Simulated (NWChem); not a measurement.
# TiF$_{4}$; SMILES [F][Ti]([F])([F])[F]

```xyz
5

Ti     0.0000     0.0000     0.0000
F      1.1346     0.8133    -1.0149
F      0.8383    -1.0923     1.0405
F     -1.1180    -0.8798    -0.9768
F     -0.8550     1.1588     0.9511
```
Atoms are numbered in this order, from 1.

Program: NWChem. Pople sets run with spherical d functions. Coordinates come from a PBE0/def2-SVP optimisation. GIAO values for the isolated, static molecule; σ is the absolute isotropic shielding, δ = σ(reference) − σ with the isolated reference molecule computed at the same levels (19F: trichlorofluoromethane).

| level | σ Ti1 (ppm) | δ F2 (ppm) |
|---|---|---|
| KT2/pcSseg-1 | … | 337.4 |
| BHandHLYP/pcSseg-1 | 133.5 | 346.1 |
| LDA (Slater exchange, VWN5)/pcSseg-1 | -115.8 | 355.2 |
| B3LYP/6-31G* | 142.1 | 335.5 |
| Hartree-Fock/6-31G* | 529.3 | 269.3 |

**Question.** Complete the blanks.

**Answer.** 
- KT2/pcSseg-1, σ Ti1 (ppm): -82.0
